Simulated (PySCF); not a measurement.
H6BeOSi2 (SMILES [SiH3][Be][O][SiH3]), singlet, at a GFN2-xTB geometry (such geometries of metal compounds can be far from the true shape); PBE/6-31G, TDA run with PySCF.

Here is a job for PySCF.
```python
from pyscf import gto, scf, dft, tdscf

mol = gto.Mole()
mol.atom = '''
    Be   -0.30212451    0.24686391    0.38072954
    Si   -1.49827937    1.22423402    1.88809311
    H    -1.92995898    0.41989830    3.04275901
    H    -2.78825744    1.79617546    1.46928990
    H    -0.90960370    2.38238032    2.57998523
    O     0.47554916   -0.38856803   -0.59927481
    Si    1.37184541   -1.12092568   -1.72876430
    H     0.44885655   -1.92150083   -2.53326690
    H     2.34528466   -1.94548429   -1.01282256
    H     2.00785904   -0.05669707   -2.50526772
'''
mol.basis = '6-31g'
mol.verbose = 3
mol.build()

mf = dft.RKS(mol)
mf.xc = 'pbe'
mf.kernel()
td = mf.TDA()
td.nstates = 15
td.kernel()
td.analyze()
```

It wrote (shortened):

```
converged SCF energy = -672.081865568076
Excitation energies (eV)
[6.5929301  6.61934741 6.65208937 6.65209134 6.86218411 6.8621985
 7.05131171 7.05138762 7.09672292 7.35352782 7.3635054  7.36351187
 7.59465572 7.59465787 7.76250813]

** Singlet excitation energies and oscillator strengths **
Excited State   1:      6.59293 eV    188.06 nm  f=0.0537
Excited State   2:      6.61935 eV    187.31 nm  f=0.0000
Excited State   3:      6.65209 eV    186.38 nm  f=0.0009
Excited State   4:      6.65209 eV    186.38 nm  f=0.0009
Excited State   5:      6.86218 eV    180.68 nm  f=0.0641
Excited State   6:      6.86220 eV    180.68 nm  f=0.0642
Excited State   7:      7.05131 eV    175.83 nm  f=0.0180
Excited State   8:      7.05139 eV    175.83 nm  f=0.0180
Excited State   9:      7.09672 eV    174.71 nm  f=0.0000
Excited State  10:      7.35353 eV    168.61 nm  f=0.4342
Excited State  11:      7.36351 eV    168.38 nm  f=0.0003
Excited State  12:      7.36351 eV    168.38 nm  f=0.0003
Excited State  13:      7.59466 eV    163.25 nm  f=0.1438
Excited State  14:      7.59466 eV    163.25 nm  f=0.1438
Excited State  15:      7.76251 eV    159.72 nm  f=0.0172
```
